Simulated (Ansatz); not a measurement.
Cost and result for the atomization energy of C₃H₅F₃O (`CCOC(F)(F)F`) (12 atoms, 11 bonds).

```xyz
12

C     0.005    1.735   -0.498
C     0.316    0.265   -0.451
O    -0.443   -0.300    0.630
C    -0.304   -1.611    0.821
F    -0.681   -2.335   -0.244
F     0.963   -1.967    1.090
F    -1.059   -1.967    1.849
H     0.566    2.202   -1.310
H     0.284    2.221    0.438
H    -1.059    1.902   -0.673
H     1.379    0.087   -0.268
H     0.032   -0.233   -1.382
```

Charge 0, multiplicity 1. The structure was optimised at the PBE0-D4/def2-TZVP level. It is one conformer, not always the lowest. Program: Ansatz. All runs use 2 threads of an AMD EPYC 7R13 on a shared host and a share of an NVIDIA H100 80 GB. Times are those of one run each, without the atoms' runs, and a repeat can differ threefold. Electronic energies, without spin–orbit coupling; frozen cores. CCSD(T)/CBS adds CCSD(T) − MP2 in def2-TZVPP to the MP2 limit, and its time is that of the two runs behind it. T1 = 0.011. HSE06 is the plane-wave form, built on full-range PBE exchange.

CCSD(T)/CBS is a level of theory with its own doubt, some kJ/mol a heavy atom from the limit and from the frozen cores, so smaller differences don't rank the functionals.

```
                           level  functions  wall time
            revPBE-D4/def2-TZVPP        287      2.6 s
          LDA (SPW92)/def2-TZVPP        287      4.2 s
             PBE-QIDH/def2-TZVPP        287      4.4 s
              PBE0-D4/def2-TZVPP        287      4.6 s
           r2SCANh-D4/def2-TZVPP        287      4.8 s
 PBE-D4/def2-TZVPP (with forces)        287      4.8 s
             HSE06-D4/def2-TZVPP        287      4.8 s
                CCSD(T)/def2-SVP        123      4.9 s
ωB97M-V/def2-TZVPP (with forces)        287      6.5 s
         CAM-B3LYP-D4/def2-TZVPP        287        7 s
                  MP2/def2-QZVPP        549        7 s
              CCSD(T)/def2-TZVPP        287      8.5 s
               CCSD(T)/CBS(def2)          –       16 s
```

(1) What atomization energy does each give, and how far from CCSD(T)/CBS? (Estimate.)

Results:

(1) The calculation gave: 
| level | atomization (kJ/mol) | difference from CCSD(T)/CBS | per bond |
| --- | --- | --- | --- |
| revPBE-D4/def2-TZVPP | 4822.0 | 0.3 | 0.0 |
| LDA (SPW92)/def2-TZVPP | 5718.0 | 896.3 | 81.5 |
| PBE-QIDH/def2-TZVPP | 4801.3 | -20.4 | -1.9 |
| PBE0-D4/def2-TZVPP | 4849.3 | 27.6 | 2.5 |
| r2SCANh-D4/def2-TZVPP | 4805.9 | -15.8 | -1.4 |
| PBE-D4/def2-TZVPP (with forces) | 4987.5 | 165.8 | 15.1 |
| HSE06-D4/def2-TZVPP | 4854.3 | 32.6 | 3.0 |
| CCSD(T)/def2-SVP | 4617.6 | -204.1 | -18.6 |
| ωB97M-V/def2-TZVPP (with forces) | 4844.1 | 22.4 | 2.0 |
| CAM-B3LYP-D4/def2-TZVPP | 4856.2 | 34.5 | 3.1 |
| MP2/def2-QZVPP | 4915.7 | 94.0 | 8.5 |
| CCSD(T)/def2-TZVPP | 4699.5 | -122.2 | -11.1 |
| CCSD(T)/CBS(def2) | 4821.7 | 0.0 | 0.0 |

In def2-TZVPP, CCSD(T) changes the Hartree–Fock value by +1285.0 kJ/mol (the triples alone add +84.1 kJ/mol) and MP2 by +1429.3 kJ/mol; breaking electron pairs costs correlation energy, which Hartree–Fock lacks. From PBE to PBE0 (25 % exact exchange), in def2-TZVPP and without D4, the atomization energy moves by −135.0 kJ/mol: exact exchange takes away binding that semilocal exchange gives to molecules. Leaving LDA and LC-ωPBE aside and taking each functional with its dispersion term where it has one, the values, not all of them listed here, spread over 383.0 kJ/mol, from BHLYP-D4 to PBE-D4. LDA lies +750.0 kJ/mol from PBE without D4, its usual overbinding.
